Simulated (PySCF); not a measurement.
Complete the spectrum of C9H8

Species: C₉H₈.
SMILES: `C#C/C=C(\C#C)C(C)=C`

Level of theory: TDDFT CAM-B3LYP/def2-SVPD, vertical, gas phase, core orbitals frozen in the response in PySCF. Isolated species at its GFN2-xTB geometry (one conformer only). Torsions of this conformer, `[CH:1]#[C:2]/[CH:3]=[C:4](\[C:5]#[CH:6])[C:7](=[CH2:8])[CH3:9]`: C3–C4–C7–C8 180°.

Orbital energies (eV): HOMO-3 -9.66, HOMO-2 -9.31, HOMO-1 -9.18, HOMO -7.66, LUMO -0.86, LUMO+1 1.29, LUMO+2 1.65.

Lowest singlets, with some entries withheld (?).

```csv
state,ν̃ (cm⁻¹),f,"main configurations (H = HOMO, L = LUMO)"
S1,36520,0.540,?
S2,?,0.0000,?
S3,41890,?,H-3→L (90%)
S4,44230,?,H-1→L (92%)
S5,?,0.0000,"H→L+1 (30%), H→L+5 (20%), H→L+3 (19%)"
S6,50930,0.026,?
S7,51940,?,"H→L+2 (79%), H-4→L (8%)"
S8,52090,0.0021,"H→L+7 (37%), H→L+6 (18%)"
```

Supply the missing values.

- S1: H→L (94%)
- S2: ν̃ = 39340 cm⁻¹; H-2→L (91%)
- S3: f = 0.0000
- S4: f = 0.102
- S5: ν̃ = 47710 cm⁻¹
- S6: H-4→L (70%)
- S7: f = 0.092

What is the mean static polarisability from the same response equations?

113.3 au (16.79 Å³), with principal values 63.1, 113.8 and 163.0 au.

Where do the lowest triplets lie (Tamm–Dancoff)?

T1 2.49 eV, H→L (93%); T2 4.04 eV, H-1→L (65%), H→L+2 (20%); T3 4.63 eV, H-2→L (84%). E(S1) − E(T1) = +2.04 eV.

How far apart are S6 and S7, in eV and cm⁻¹?

6.440 − 6.315 = 0.125 eV, or about 1010 cm⁻¹.
